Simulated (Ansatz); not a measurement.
Cost and result for the atomization energy of FH3OS2Si (`O[Si](F)(S)S`) (8 atoms, 7 bonds).

```xyz
8

O     1.213    0.705    0.315
Si   -0.319    0.207    0.082
F    -1.308    1.398    0.457
S    -0.974   -1.358    1.345
S    -0.462   -0.362   -1.941
H     1.435    1.059    1.180
H    -0.028   -2.202    0.897
H     0.442    0.553   -2.334
```

The species carries charge 0 and has multiplicity 1. The geometry is a stationary point of PBE0-D4/def2-TZVP. It is one conformer, not always the lowest. Program: Ansatz. All runs use 4 threads of an Arm Neoverse V2 on a shared host. Times are those of one run each, without the atoms' runs, and a repeat can differ threefold. Electronic energies, without spin–orbit coupling; frozen cores. CCSD(T)/CBS adds CCSD(T) − MP2 in def2-TZVPP to the MP2 limit, and its time is that of the two runs behind it. T1 = 0.012. B3LYP takes the VWN-RPA correlation (the form of Gaussian; ORCA's B3LYP/G).

CCSD(T)/CBS is a level of theory with its own doubt, some kJ/mol a heavy atom from the limit and from the frozen cores, so smaller differences don't rank the functionals.

```json
{"level": "LDA (SPW92)/def2-TZVPP", "functions": "230", "wall time": "0.95 s", "atomization (kcal/mol)": "803.3", "difference from CCSD(T)/CBS": "104.7", "per bond": "14.9"}
{"level": "revPBE-D4/def2-TZVPP", "functions": "230", "wall time": "1.6 s", "atomization (kcal/mol)": "684.8", "difference from CCSD(T)/CBS": "-13.8", "per bond": "-2.0"}
{"level": "CCSD(T)/def2-SVP", "functions": "97", "wall time": "2.4 s", "atomization (kcal/mol)": "625.5", "difference from CCSD(T)/CBS": "-73.1", "per bond": "-10.5"}
{"level": "PBE0-D4/def2-TZVPP", "functions": "230", "wall time": "2.5 s", "atomization (kcal/mol)": "688.3", "difference from CCSD(T)/CBS": "-10.3", "per bond": "-1.5"}
{"level": "BHLYP-D4/def2-TZVPP", "functions": "230", "wall time": "2.6 s", "atomization (kcal/mol)": "664.1", "difference from CCSD(T)/CBS": "-34.5", "per bond": "-4.9"}
{"level": "CAM-B3LYP-D4/def2-TZVPP", "functions": "230", "wall time": "2.8 s", "atomization (kcal/mol)": "691.8", "difference from CCSD(T)/CBS": "-6.8", "per bond": "-1.0"}
{"level": "B3LYP-D4/def2-TZVPP (with forces)", "functions": "230", "wall time": "3.9 s", "atomization (kcal/mol)": "687.2", "difference from CCSD(T)/CBS": "-11.4", "per bond": "-1.6"}
{"level": "B2PLYP/def2-TZVPP", "functions": "230", "wall time": "4.1 s", "atomization (kcal/mol)": "681.8", "difference from CCSD(T)/CBS": "-16.8", "per bond": "-2.4"}
{"level": "B97M-V/def2-TZVPP", "functions": "230", "wall time": "7.5 s", "atomization (kcal/mol)": "701.2", "difference from CCSD(T)/CBS": "2.6", "per bond": "0.4"}
{"level": "ωB97M-V/def2-TZVPP (with forces)", "functions": "230", "wall time": "9 s", "atomization (kcal/mol)": "700.0", "difference from CCSD(T)/CBS": "1.4", "per bond": "0.2"}
{"level": "MP2/def2-QZVPP", "functions": "414", "wall time": "14 s", "atomization (kcal/mol)": "709.5", "difference from CCSD(T)/CBS": "10.9", "per bond": "1.6"}
{"level": "CCSD(T)/def2-TZVPP", "functions": "230", "wall time": "89 s", "atomization (kcal/mol)": "673.0", "difference from CCSD(T)/CBS": "-25.6", "per bond": "-3.7"}
{"level": "CCSD(T)/CBS(def2)", "functions": "–", "wall time": "100 s", "atomization (kcal/mol)": "698.6", "difference from CCSD(T)/CBS": "0.0", "per bond": "0.0"}
```

In def2-TZVPP, CCSD(T) changes the Hartree–Fock value by +185.1 kcal/mol (the triples alone add +13.0 kcal/mol) and MP2 by +206.3 kcal/mol; breaking electron pairs costs correlation energy, which Hartree–Fock lacks. The D4 term adds +9.3 kcal/mol with B3LYP and +4.8 kcal/mol with PBE0; it sums over pairs of atoms, weighted by their polarisabilities, and B3LYP, whose exchange is more repulsive, gets the larger term. From BLYP to BHLYP (50 % exact exchange), in def2-TZVPP and without D4, the atomization energy moves by −19.5 kcal/mol: exact exchange takes away binding that semilocal exchange gives to molecules.
